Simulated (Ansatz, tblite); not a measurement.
Adding an electron: Ba₄Te₃⁺. The state is a doublet with charge 1. Geometry: PBE0-D4/def2-SVP. Ansatz, gas phase; energy differences of separate SCF runs; the reduced species is a singlet (the triplet lies 0.56 eV higher at PBE0-D4/def2-TZVP).

```tsv
atom	x (Å)	y (Å)	z (Å)
Ba1	-0.4704	-1.0800	2.7501
Ba2	1.1473	-2.3500	-1.4547
Ba3	-1.8925	1.0235	-1.0375
Ba4	2.3757	1.7791	0.3776
Te5	1.1174	0.7441	-2.4271
Te6	-1.7591	-2.1445	-0.0298
Te7	-0.5183	2.0276	1.8214
```

In the def2 sets Ba, Te take a core potential; there is no spin–orbit coupling. The xTB rows come from tblite. The structure comes from a short search, and lower isomers may exist.

```tsv
level	−HOMO (eV)	−LUMO (eV)	vertical EA (eV)	HOMO–LUMO gap (eV)
GFN1-xTB	–	–	9.86	–
PBE-D4/def2-TZVP	5.89	5.20	3.81	0.69
PBE0-D4/def2-TZVP	6.40	4.60	3.65	1.80
```

Run but left out: B97M-V/def2-TZVP (doublet: an occupied level 0.31 eV above an empty one).  HOMO and LUMO are the levels of the spin that leaves or enters (xTB has no such levels and no spin-polarisation term). Other spin states of the ions may lie lower, which would lower the ionisation energy or raise the affinity. Raw xTB energy differences between charge states are shifted by several eV; the methods need an empirical correction for them.
